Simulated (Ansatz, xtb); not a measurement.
## Isomers of C6H8OS in order of energy

5 gas-phase structures of C6H8OS, from a drawn sample of its isomers (lower ones may exist). Each was relaxed with GFN2-xTB; where two conformers were screened, the lower at r2SCAN-D4/def2-SVP is listed:

A. `O=C1CCC(=S)CC1`, a singlet
B. `CC(=S)[C@@H]1C=CCO1`, a singlet
C. `CSCc1ccoc1`, a singlet
D. `C=C1CC[C@H](S)C1=O`, a singlet
E. `CC(=S)C1=CCCO1`, a singlet

Make a reasoned guess at their ranking by r2SCAN-D4/def2-SVP single-point energy.

Calculated order at r2SCAN-D4/def2-SVP: A (0.0), D (21.0), C (46.8), E (73.4), B (110.4) kJ/mol.

Energies above the lowest of each column, in kJ/mol; the last columns are at PBE0-D3(BJ)/def2-SVP geometries and were run for some of them only (a dash: not run or not comparable):

```json
{"structure": "A", "GFN2-xTB": "0.0", "HF/STO-3G": "21.6", "r2SCAN-D4/def2-SVP": "0.0", "PBE0-D3(BJ)/def2-SVP": "0.0", "CCSD(T)/def2-SVP + ΔMP2/def2-TZVPP": "0.0"}
{"structure": "D", "GFN2-xTB": "32.0", "HF/STO-3G": "35.0", "r2SCAN-D4/def2-SVP": "21.0", "PBE0-D3(BJ)/def2-SVP": "19.7", "CCSD(T)/def2-SVP + ΔMP2/def2-TZVPP": "12.6"}
{"structure": "C", "GFN2-xTB": "5.4", "HF/STO-3G": "0.0", "r2SCAN-D4/def2-SVP": "46.8", "PBE0-D3(BJ)/def2-SVP": "43.4", "CCSD(T)/def2-SVP + ΔMP2/def2-TZVPP": "39.1"}
{"structure": "E", "GFN2-xTB": "32.9", "HF/STO-3G": "67.1", "r2SCAN-D4/def2-SVP": "73.4", "PBE0-D3(BJ)/def2-SVP": "78.9", "CCSD(T)/def2-SVP + ΔMP2/def2-TZVPP": "–"}
{"structure": "B", "GFN2-xTB": "83.9", "HF/STO-3G": "118.8", "r2SCAN-D4/def2-SVP": "110.4", "PBE0-D3(BJ)/def2-SVP": "–", "CCSD(T)/def2-SVP + ΔMP2/def2-TZVPP": "–"}
```

CCSD(T)/def2-SVP + ΔMP2/def2-TZVPP puts A lowest of those it was run on; HF/STO-3G picks C. Some further structures that were screened fall inside this span and aren't listed. Flexible structures stand in one conformer each, not always the lowest. Frequencies (GFN2-xTB) were run for A, C, D alone. The ΔMP2 step shifts differences by up to 23.1 kJ/mol, which makes them less sure. ΔMP2 is the change of the MP2 energy from the smaller to the larger basis.

Over these structures GFN2-xTB departs from r2SCAN-D4/def2-SVP by 20.0 kJ/mol on average once a common shift is removed. A GFN2-xTB relaxation took about 0.13 s and the r2SCAN-D4/def2-SVP energy about 2.3 s on a shared host (Ansatz 0.2.0, xtb 6.7.1).
